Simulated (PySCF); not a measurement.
**How methods differ on the fine-structure interval of Os⁵⁹⁺**

Os⁵⁹⁺ [Ne] 3s2 3p5 [3p1/2^2 3p3/2^3, M_J = 3/2] → Os⁵⁹⁺ [Ne] 3s2 3p5 [3p1/2^1 3p3/2^4, M_J = 1/2], as a difference of total energies. Computed with PySCF 2.14 in an uncontracted even-tempered set (18 s from 18 bohr⁻², ratio 2.4; 14 p from 24 bohr⁻², ratio 2.4; 4 d from 85 bohr⁻², ratio 2.6; 4 f from 130 bohr⁻², ratio 2.6), with the two-component X2C-1e Hamiltonian. Correlated levels: 1s2 frozen; the 48 highest virtual spinors dropped. "Screened" scales the spin-orbit matrix elements by Boettger's factors to mimic the two-electron term; Breit and QED terms are absent.

```
                    method  fine-structure interval (cm⁻¹)
 GHF (screened spin-orbit)                         3236300
GMP2 (screened spin-orbit)                         3237000
     GHF (bare spin-orbit)                         3334100
```
